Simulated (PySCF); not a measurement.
BH3S, SMILES BS. Atoms are numbered in the order given.

```xyz
5

B     -0.0264    -1.2150     0.0000
H      1.0062    -1.8099     0.0000
H     -1.0830    -1.7637     0.0000
S      0.0891     0.5500     0.0000
H     -1.2174     0.8490     0.0000
```
Charge 0, spin multiplicity 1.

Geometry: ωB97X-D3(BJ)/def2-TZVP.

Method: HF/pcSseg-2 (PySCF).

GIAO shieldings, no solvent; atoms listed in one row are averaged. δ = σ(ref) − σ: ¹¹B against BF3 (σ = 104.0 ppm); ¹H against TMS (σ = 31.98 ppm); ³³S against H2S (σ = 707.7 ppm), references at their B3LYP-D3(BJ)/def2-TZVP geometries, non-relativistic.

Q: Estimate the chemical shifts. (An estimate is asked for; the answer gives what the named calculation found.)

A: 
| nucleus | atoms | count | δ (ppm) |
|---|---|---|---|
| ¹¹B | B1 | 1 | 58.1 |
| ¹H | H3 | 1 | 6.96 |
| ¹H | H2 | 1 | 6.68 |
| ¹H | H5 | 1 | 3.68 |
| ³³S | S4 | 1 | 201.3 |
